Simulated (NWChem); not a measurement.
**H$_{2}$Al (+1)**

```xyz
3

Al     0.0000     0.0000     0.0000
H      0.0000     0.0000     1.5579
H      0.0000     0.0000    -1.5579
```
Charge +1, spin multiplicity 1.

All runs are NWChem calculations. Structure: optimised with PBE0/def2-SVP, a minimum by its harmonic frequencies.

Symmetry labels belong to the abelian group D2h used in the runs, with the axes of the coordinates shown; states degenerate in a higher group split over its labels.

The correlated methods keep 5 core orbitals frozen. The spin multiplicity of the parent species was assumed, not shown to be that of its ground state. The structure started from a generated list of species.

Problem. List the 8 singlet excitations that EOM-CCSD/aug-cc-pVDZ, 5 core orbitals frozen gives, with oscillator strengths.

Solution. 
```json
[
 {"state": "1", "symmetry": "b2g", "energy (eV)": "6.40", "wavelength (nm)": "194", "f": "0.000"},
 {"state": "2", "symmetry": "b3g", "energy (eV)": "6.40", "wavelength (nm)": "194", "f": "0.000"},
 {"state": "3", "symmetry": "b1u", "energy (eV)": "9.29", "wavelength (nm)": "133", "f": "0.878"},
 {"state": "4", "symmetry": "b3u", "energy (eV)": "9.92", "wavelength (nm)": "125", "f": "0.477"},
 {"state": "5", "symmetry": "b2u", "energy (eV)": "9.92", "wavelength (nm)": "125", "f": "0.477"},
 {"state": "6", "symmetry": "ag", "energy (eV)": "10.13", "wavelength (nm)": "122", "f": "0.000"},
 {"state": "7", "symmetry": "au", "energy (eV)": "12.89", "wavelength (nm)": "96", "f": "0.000"},
 {"state": "8", "symmetry": "b1g", "energy (eV)": "14.57", "wavelength (nm)": "85", "f": "0.000"}
]
```
These are the lowest roots of each symmetry, so higher states are missing between them.
